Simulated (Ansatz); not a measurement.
This geometry of CH5AlFO (9 atoms, charge 1, multiplicity 1) is a first-order saddle point.

Computed with RKS B3LYP-D4/def2-SVP (Ansatz 0.2.0).

```xyz
9
Properties=species:S:1:pos:R:3
O -0.485 1.108 -0.358
C 0.741 0.248 -0.289
Al 0.001 -1.403 0.605
F -1.583 -0.793 0.732
H -0.509 2.005 -0.739
H -1.305 0.680 0.029
H 1.096 0.121 -1.323
H 1.492 0.812 0.282
H 0.552 -2.779 1.061
```

Q: Which two structures does it join? (They come from a converged band through this point; their orientation in space is the band's.)

A: No bond is made or broken. The height of O1 over the plane of its neighbours goes from 0.29 to -0.29 Å. The two ends are copies of one structure, up to a mirror image or an exchange of like atoms.

First end point:

```xyz
9
Properties=species:S:1:pos:R:3
O -0.430 1.224 -0.129
C 0.749 0.277 -0.230
Al -0.014 -1.422 0.547
F -1.607 -0.825 0.591
H -0.542 1.888 -0.836
H -1.261 0.691 0.071
H 1.022 0.212 -1.294
H 1.565 0.773 0.314
H 0.518 -2.817 0.965
```

Last end point:

```xyz
9
Properties=species:S:1:pos:R:3
O -0.545 1.027 -0.588
C 0.719 0.225 -0.351
Al 0.012 -1.379 0.648
F -1.542 -0.714 0.852
H -0.476 2.001 -0.573
H -1.282 0.656 -0.009
H 1.150 0.065 -1.349
H 1.402 0.862 0.232
H 0.562 -2.743 1.138
```

Q: How far does it lie above each of them?

A: 4.1 kJ/mol above the first and 4.1 kJ/mol above the second. This is the barrier of this one path; another mechanism may lie lower. Limits of this set-up: the dipole of an ion depends on the origin.

Time of the run: 3.3 min on 1 thread of Arm Neoverse N1, with other jobs on the host, peak memory 0.16 GiB.
